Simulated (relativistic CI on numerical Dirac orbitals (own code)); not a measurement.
## Fe⁵⁺: resonant inelastic scattering at the M2,3 edge

Computed with this model: Dirac-Coulomb-Breit CI, KLI orbitals optimised for each configuration, model QED, Kramers-Heisenberg scattering through one core-hole configuration in a parametric crystal field, unscaled Slater integrals; configurations [Ar] 3d3 → [Ne] 3s2 3p5 3d4; 300 K; core-hole width 0.48 eV; summed over polarisations. Incident energies are the highest absorption maxima for each field (at most a few, so the weaker spin-orbit partner edge can be absent), on the computed scale of the free ion. Intensities are in per cent of the strongest line above 0.02 eV; levels within 1 cm⁻¹ are merged; final levels count from the ground level, the first row holds all elastic scattering, lines under 0.4 are left out and each table stops after 24 rows. The scale of the Slater integrals is a model choice and moves the terms in proportion.

Field parameters in Wybourne normalisation: Oh B⁴₀ = 21Dq, B⁴₄ = √(5/14) B⁴₀. The field is a parameter set, without covalency.

S is read from ⟨S²⟩ = S(S + 1).

Oh, 10Dq = 5900 cm⁻¹:

| Final level (eV) | Degeneracy | Irrep | S | 63.8 eV | 69.9 eV | 77.7 eV |
| --- | --- | --- | --- | --- | --- | --- |
| 0.000 | 4 | Γ8 | 1.50 | 18.8 | 52.4 | 130.3 |
| 0.713 | 2 | Γ7 | 1.50 | 1.6 | 5.7 | 42.6 |
| 0.729 | 4 | Γ8 | 1.50 | 7.9 | 31.6 | 100.0 |
| 0.745 | 4 | Γ8 | 1.50 | 10.8 | 28.6 | 98.2 |
| 0.759 | 2 | Γ6 | 1.50 | 5.3 | 10.8 | 42.1 |
| 1.244 | 2 | Γ7 | 1.50 | 0.5 | 29.1 | 42.0 |
| 1.257 | 4 | Γ8 | 1.50 | 1.0 | 34.1 | 76.1 |
| 1.332 | 4 | Γ8 | 1.50 | 2.1 | 34.0 | 61.8 |
| 1.375 | 2 | Γ6 | 1.50 | 1.4 | 14.8 | 24.1 |
| 3.583 | 2 | Γ6 | 0.55 | 0.0 | 0.3 | 0.6 |
| 3.626 | 2 | Γ6 | 1.47 | 1.0 | 1.9 | 8.0 |
| 3.649 | 4 | Γ8 | 1.47 | 2.0 | 2.1 | 33.1 |
| 3.688 | 2 | Γ7 | 0.57 | 0.0 | 0.1 | 0.7 |
| 3.724 | 4 | Γ8 | 1.45 | 1.5 | 2.6 | 28.5 |
| 3.728 | 2 | Γ7 | 1.46 | 0.7 | 1.8 | 20.7 |
| 3.744 | 4 | Γ8 | 0.60 | 0.4 | 0.2 | 3.6 |
| 4.274 | 4 | Γ8 | 0.51 | 0.1 | 0.1 | 0.4 |
| 4.333 | 2 | Γ7 | 0.50 | 0.0 | 0.0 | 0.4 |
| 4.354 | 4 | Γ8 | 0.52 | 0.0 | 0.6 | 0.4 |
| 4.844 | 4 | Γ8 | 0.51 | 0.1 | 0.9 | 0.4 |
| 5.222 | 4 | Γ8 | 0.50 | 0.0 | 0.8 | 0.3 |
| 7.242 | 2 | Γ7 | 0.50 | 0.0 | 0.1 | 0.4 |
| 7.335 | 4 | Γ8 | 0.50 | 0.0 | 0.4 | 0.6 |
| 7.554 | 4 | Γ8 | 0.50 | 0.0 | 0.3 | 0.6 |

Oh, 10Dq = 13250 cm⁻¹:

```csv
Final level (eV),Degeneracy,Irrep,S,62.7 eV,71.3 eV,78.6 eV
0.000,4,Γ8,1.50,30.1,45.3,103.9
1.619,2,Γ7,1.50,5.0,3.0,41.3
1.634,4,Γ8,1.50,7.1,27.1,90.8
1.655,4,Γ8,1.50,6.0,22.9,86.7
1.664,2,Γ6,1.50,3.0,7.1,38.4
2.702,2,Γ7,1.50,0.4,19.2,52.0
2.708,4,Γ8,1.50,1.0,23.5,100.0
2.771,4,Γ8,1.49,0.8,31.2,80.9
2.812,2,Γ6,1.50,0.2,23.1,35.5
3.291,4,Γ8,0.51,0.0,0.3,0.7
3.459,4,Γ8,0.52,0.0,0.7,1.7
4.476,2,Γ6,0.51,0.1,0.6,0.2
4.900,2,Γ6,1.46,0.1,8.8,2.9
4.909,4,Γ8,1.43,0.4,11.1,16.4
4.972,2,Γ7,1.17,0.1,5.7,8.5
4.975,4,Γ8,1.22,0.3,8.7,14.7
5.002,4,Γ8,0.93,0.2,4.6,9.0
5.014,2,Γ7,0.98,0.1,3.3,7.3
5.126,2,Γ6,0.57,0.0,0.5,0.2
5.223,4,Γ8,0.60,0.0,1.3,1.6
6.070,4,Γ8,0.51,0.0,2.3,0.3
6.837,4,Γ8,0.50,0.0,1.1,0.3
```

For the first field the strongest loss at the lowest incident energy is the level at 0.75 eV (S = 1.50, against 1.50 in the thermal ground state).
